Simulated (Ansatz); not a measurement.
La₂O₃⁻. The state is a doublet with charge -1. Geometry PBE0-D4/def2-SVPD.

```xyz
5

La    1.098   -1.154    0.690
La   -0.768    0.961   -1.224
O     0.836   -0.488   -1.355
O    -0.095    0.871    1.054
O    -1.071   -0.190    0.834
```

In the def2 sets La takes a core potential; there is no spin–orbit coupling. LC-ωPBE has ω = 0.4 bohr⁻¹. The structure holds one bond between oxygen atoms, so isomers without such links may lie far lower. At PBE-D4/def2-TZVPD, r2SCAN-D4/def2-TZVPD, PBE0-D4/def2-TZVPD the highest occupied level of the charge -1 doublet lies above zero (up to 0.40 eV). The electron is either unbound and held by the finite basis, or the level is raised by self-interaction error. At r2SCAN-D4/def2-TZVPD, PBE0-D4/def2-TZVPD, LC-ωPBE/def2-TZVPD the charge -1 doublet is spin-contaminated (final ⟨S²⟩ up to 1.42, 0.75 for a pure state). Another isomer (doublet) lies 3.57 eV lower at PBE0-D4/def2-TZVPD; other spin states weren't run for this one.

Q: Estimate the α-spin orbital energies around the gap (eV) in Ansatz with PBE-D4/def2-TZVPD, r2SCAN-D4/def2-TZVPD, PBE0-D4/def2-TZVPD, LC-ωPBE/def2-TZVPD, ωB97X-V/def2-TZVPD.

A: 
```json
{"orbital": "HOMO−9", "PBE-D4/def2-TZVPD": "-7.42", "r2SCAN-D4/def2-TZVPD": "-7.69", "PBE0-D4/def2-TZVPD": "-8.72", "LC-ωPBE/def2-TZVPD": "-11.62", "ωB97X-V/def2-TZVPD": "-11.13"}
{"orbital": "HOMO−8", "PBE-D4/def2-TZVPD": "-6.42", "r2SCAN-D4/def2-TZVPD": "-6.80", "PBE0-D4/def2-TZVPD": "-8.12", "LC-ωPBE/def2-TZVPD": "-11.07", "ωB97X-V/def2-TZVPD": "-10.65"}
{"orbital": "HOMO−7", "PBE-D4/def2-TZVPD": "-6.28", "r2SCAN-D4/def2-TZVPD": "-6.65", "PBE0-D4/def2-TZVPD": "-7.99", "LC-ωPBE/def2-TZVPD": "-10.94", "ωB97X-V/def2-TZVPD": "-10.53"}
{"orbital": "HOMO−6", "PBE-D4/def2-TZVPD": "-4.05", "r2SCAN-D4/def2-TZVPD": "-4.32", "PBE0-D4/def2-TZVPD": "-5.48", "LC-ωPBE/def2-TZVPD": "-8.35", "ωB97X-V/def2-TZVPD": "-7.90"}
{"orbital": "HOMO−5", "PBE-D4/def2-TZVPD": "-4.02", "r2SCAN-D4/def2-TZVPD": "-4.29", "PBE0-D4/def2-TZVPD": "-5.44", "LC-ωPBE/def2-TZVPD": "-8.21", "ωB97X-V/def2-TZVPD": "-7.83"}
{"orbital": "HOMO−4", "PBE-D4/def2-TZVPD": "-3.93", "r2SCAN-D4/def2-TZVPD": "-4.18", "PBE0-D4/def2-TZVPD": "-5.30", "LC-ωPBE/def2-TZVPD": "-8.06", "ωB97X-V/def2-TZVPD": "-7.66"}
{"orbital": "HOMO−3", "PBE-D4/def2-TZVPD": "-3.16", "r2SCAN-D4/def2-TZVPD": "-3.43", "PBE0-D4/def2-TZVPD": "-4.62", "LC-ωPBE/def2-TZVPD": "-7.45", "ωB97X-V/def2-TZVPD": "-7.06"}
{"orbital": "HOMO−2", "PBE-D4/def2-TZVPD": "-2.63", "r2SCAN-D4/def2-TZVPD": "-2.89", "PBE0-D4/def2-TZVPD": "-4.09", "LC-ωPBE/def2-TZVPD": "-6.92", "ωB97X-V/def2-TZVPD": "-6.52"}
{"orbital": "HOMO−1", "PBE-D4/def2-TZVPD": "0.12", "r2SCAN-D4/def2-TZVPD": "0.05", "PBE0-D4/def2-TZVPD": "-0.41", "LC-ωPBE/def2-TZVPD": "-2.71", "ωB97X-V/def2-TZVPD": "-2.17"}
{"orbital": "HOMO", "PBE-D4/def2-TZVPD": "0.34", "r2SCAN-D4/def2-TZVPD": "0.22", "PBE0-D4/def2-TZVPD": "-0.20", "LC-ωPBE/def2-TZVPD": "-1.41", "ωB97X-V/def2-TZVPD": "-1.21"}
{"orbital": "LUMO", "PBE-D4/def2-TZVPD": "1.14", "r2SCAN-D4/def2-TZVPD": "1.28", "PBE0-D4/def2-TZVPD": "1.66", "LC-ωPBE/def2-TZVPD": "2.43", "ωB97X-V/def2-TZVPD": "2.59"}
{"orbital": "LUMO+1", "PBE-D4/def2-TZVPD": "1.25", "r2SCAN-D4/def2-TZVPD": "1.31", "PBE0-D4/def2-TZVPD": "1.73", "LC-ωPBE/def2-TZVPD": "2.72", "ωB97X-V/def2-TZVPD": "2.87"}
{"orbital": "LUMO+2", "PBE-D4/def2-TZVPD": "1.27", "r2SCAN-D4/def2-TZVPD": "1.32", "PBE0-D4/def2-TZVPD": "1.74", "LC-ωPBE/def2-TZVPD": "2.93", "ωB97X-V/def2-TZVPD": "3.02"}
{"orbital": "LUMO+3", "PBE-D4/def2-TZVPD": "1.40", "r2SCAN-D4/def2-TZVPD": "1.55", "PBE0-D4/def2-TZVPD": "1.95", "LC-ωPBE/def2-TZVPD": "3.37", "ωB97X-V/def2-TZVPD": "3.11"}
{"orbital": "LUMO+4", "PBE-D4/def2-TZVPD": "1.61", "r2SCAN-D4/def2-TZVPD": "1.69", "PBE0-D4/def2-TZVPD": "1.99", "LC-ωPBE/def2-TZVPD": "3.39", "ωB97X-V/def2-TZVPD": "3.22"}
{"orbital": "LUMO+5", "PBE-D4/def2-TZVPD": "1.63", "r2SCAN-D4/def2-TZVPD": "1.70", "PBE0-D4/def2-TZVPD": "2.10", "LC-ωPBE/def2-TZVPD": "3.71", "ωB97X-V/def2-TZVPD": "3.63"}
{"orbital": "β HOMO", "PBE-D4/def2-TZVPD": "0.40", "r2SCAN-D4/def2-TZVPD": "0.33", "PBE0-D4/def2-TZVPD": "0.04", "LC-ωPBE/def2-TZVPD": "-1.41", "ωB97X-V/def2-TZVPD": "-0.88"}
{"orbital": "β LUMO", "PBE-D4/def2-TZVPD": "0.74", "r2SCAN-D4/def2-TZVPD": "0.79", "PBE0-D4/def2-TZVPD": "1.07", "LC-ωPBE/def2-TZVPD": "2.27", "ωB97X-V/def2-TZVPD": "1.84"}
```
